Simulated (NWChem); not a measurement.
System: SiAsH$_{3}$OF$_{2}$; SMILES F[Si]([AsH2])(O)F

```xyz
8

O      1.5479     1.4240    -0.0448
Si     0.0162     0.8441    -0.0048
F     -0.8249     1.4473    -1.2461
F     -0.7401     1.4011     1.3105
As    -0.0740    -1.4855    -0.0445
H      1.6733     2.3792    -0.0280
H      1.0198    -1.5562     1.0145
H      0.9439    -1.5156    -1.1786
```
Atoms are numbered in this order, from 1.

Level: PBE0/def2-SVP (NWChem), optimised geometry, unscaled harmonic frequencies. 

**Question.** List the harmonic frequencies with IR intensities, and the thermochemistry.

**Answer.** 
| frequency (cm⁻¹) | IR intensity (km/mol) |
|---|---|
| 74 | 0.0 |
| 133 | 19.2 |
| 154 | 0.4 |
| 195 | 58.1 |
| 241 | 22.3 |
| 313 | 21.8 |
| 337 | 76.3 |
| 448 | 99.5 |
| 604 | 6.8 |
| 652 | 5.7 |
| 764 | 102.1 |
| 870 | 263.3 |
| 950 | 142.9 |
| 975 | 55.2 |
| 997 | 97.7 |
| 2227 | 48.9 |
| 2240 | 61.4 |
| 3909 | 123.2 |

```
Item                                                                                Value
-----------------------------------------------------------------------  ----------------
zero-point energy                                                           23.0 kcal/mol
thermal correction to the enthalpy at 298.15 K (with zero-point energy)     28.3 kcal/mol
heat capacity Cv                                                         24.4 cal/(mol K)
entropy at 298.15 K and 1 atm (symmetry number 1)                        87.7 cal/(mol K)
dipole moment                                                                      1.55 D
```

Rigid rotor and harmonic oscillator; modes under 100 cm⁻¹ make the entropy uncertain.
